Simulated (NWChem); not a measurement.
# C$_{2}$H$_{2}$BrCl; SMILES Cl/C=C\Br

Program: NWChem. The geometry was optimised at PBE0/def2-SVP. Ions are spin-unrestricted doublets at the neutral geometry; other ion states weren't tried.

For level PBE0/def2-SVP:

| Quantity | Value |
|---|---|
| vertical ionisation energy, ΔSCF (eV) | 9.41 |
| −ε(HOMO) (eV) | 7.18 |

Question: Estimate the same quantities for level PBE/def2-SVP.

Answer: The vertical ionisation energy, ΔSCF (eV) comes out as 9.12 and the −ε(HOMO) (eV) is 5.95.
